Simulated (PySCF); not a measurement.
An unknown is described by computed data only.

Elements present: B, C, H and P. Monoisotopic mass: 74.0457 u.

| Quantity | Value |
| --- | --- |
| Dipole | 4.13 D [CAM-B3LYP/def2-SVPD] |
| Valence photoelectron | vertical ionisation energy: 9.03 eV [ΔSCF CAM-B3LYP/def2-SVPD] |
| 13C NMR | chemical shifts (computed TMS as zero) by class: 149.5 (1 C), 137.5 (1 C) ppm [GIAO PBE0/pcSseg-1] |
| XPS | P2p3/2 138.1, B1s 193.9, C1s 289.4, C1s 289.5, P1s 2151.7 eV [ΔSCF SCAN, pcX-2 on the ionised atom, pcseg-1 elsewhere, spin-free X2C, 2p3/2 from a spin–orbit splitting computed afterwards within the 2p shell] |
| 1H NMR | chemical shifts (computed TMS as zero) by class: 6.26 (1 H), 5.94 (1 H), 5.77 (1 H), 3.99 (3 H), 2.15 (2 H) ppm [GIAO PBE0/pcSseg-1] |
| UV, first state | lowest singlet excitation: 6.41 eV (193 nm, f = 0.292) [TDDFT CAM-B3LYP/def2-SVPD] |
| Triplet | lowest triplet excitation (Tamm–Dancoff): 4.12 eV [TDA CAM-B3LYP/def2-SVPD] |
| Rotational structure | rotational constants A, B, C: 14.106, 2.654, 2.507 GHz [PBE0-D3(BJ)/def2-SVP] |
| NMR, other nuclei | isotropic shieldings of nuclei other than C and H, by class: 138 (1 B), 464 (1 P) ppm [GIAO PBE0/pcSseg-1] |
| Polarisability | 72.1 au [CAM-B3LYP/def2-SVPD] |

The electronic properties come from PySCF, for the isolated species, density fitting. Levels stand in brackets. The structure is a single PBE0-D3(BJ)/def2-SVP conformer in the gas phase; no vibrational or solvent corrections. Each NMR value is the plain mean over a class of atoms that symmetry, rotation or inversion makes alike.

Question: Which formula fits the mass and the elements?

Answer: C2H8BP (calculated 74.0457). No other formula that holds each of these elements comes within 0.0003 u with a fitting electron parity and a possible valence count.

Question: Give a SMILES that accounts for the data.

Answer: Numbering: `[CH2:1]=[CH:2][BH2-:3][PH3+:4]`. 2 carbons fall into 2 classes; from least to most shielded: alkene CH carbon [C2] (149.5 ppm), terminal =CH2 carbon [C1] (137.5 ppm). Hydrogen classes from least to most shielded: 1 H on an alkene CH carbon, C2 (6.26 ppm), 1 H on a terminal =CH2 carbon, C1 (5.94 ppm), 1 H on a terminal =CH2 carbon, C1 (5.77 ppm), 3 H on a phosphorus bonded to B and 3 H, P4 (3.99 ppm), 2 H on a four-coordinate boron, B3 (2.15 ppm). The other shieldings belong to: 138 ppm, four-coordinate boron [B3]; 464 ppm, phosphorus bonded to B and 3 H [P4]. The core levels belong to: P2p3/2 138.1 eV, phosphorus bonded to B and 3 H [P4]; B1s 193.9 eV, four-coordinate boron [B3]; C1s 289.4 eV, alkene CH carbon [C2]; C1s 289.5 eV, terminal =CH2 carbon [C1]; P1s 2151.7 eV, phosphorus bonded to B and 3 H [P4]. The hole state at 289.4 eV has ⟨S²⟩ = 0.84 against 0.75, so that value is less sure. The first electron is taken from the HOMO, whose largest Löwdin shares are 0.36 on the terminal =CH2 carbon, 0.33 on the alkene CH carbon, 0.08 on the four-coordinate boron and 0.07 on the phosphorus bonded to B and 3 H. The optimised geometry has point group C1 and is an asymmetric top. Structure: `[PH3+][BH2-]C=C`. Computed isomers that give other values at the same levels: `CB(C)P` (rotational constant A: 7.222 GHz; this holds for the one conformer computed). The assignments are read from this structure; whether some other isomer fits the data as well wasn't checked.

The values belong to the conformer `[CH2:1]=[CH:2][BH2-:3][PH3+:4]`: C1–C2–B3–P4 -103°.
